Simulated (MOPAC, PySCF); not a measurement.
H4OSi, SMILES `[SiH3]O`, neutral singlet in the gas phase. 

Cartesian coordinates (Å):
```xyz
6

O      1.2127    -0.1382     0.3732
Si    -0.3900     0.0231     0.0255
H      1.8255    -0.2003    -0.3600
H     -0.6605     1.2594    -0.7587
H     -1.0839     0.0938     1.3315
H     -0.9018    -1.1354    -0.7572
```
Charge 0, spin multiplicity 1.

All levels are single points at this geometry (PBE0-D4/def2-TZVP); Pople sets use spherical d functions. Orbital energies aren't observables, and empty levels follow the basis.

PM3 in MOPAC gives HOMO (eV) = -10.13.

Estimate the HOMO (eV) from each of these levels: B3LYP-D3(BJ)/def2-TZVP in PySCF; PBE-D3(BJ)/def2-TZVP in PySCF; PBE0-D4/def2-TZVP in PySCF; B3LYP/3-21G in PySCF; B3LYP/6-311+G** in PySCF; B3LYP/6-31G* in PySCF; M06-2X/6-31G* in PySCF; SVWN5/6-31G* in PySCF; HF/3-21G in PySCF; HF/STO-3G in PySCF; PM6 in MOPAC; PM7 in MOPAC.


```csv
level,HOMO (eV)
B3LYP-D3(BJ)/def2-TZVP in PySCF,-8.52
PBE-D3(BJ)/def2-TZVP in PySCF,-7.21
PBE0-D4/def2-TZVP in PySCF,-8.73
B3LYP/3-21G in PySCF,-7.79
B3LYP/6-311+G** in PySCF,-8.56
B3LYP/6-31G* in PySCF,-8.21
M06-2X/6-31G* in PySCF,-9.94
SVWN5/6-31G* in PySCF,-6.91
HF/3-21G in PySCF,-12.11
HF/STO-3G in PySCF,-9.26
PM6 in MOPAC,-11.15
PM7 in MOPAC,-11.66
```
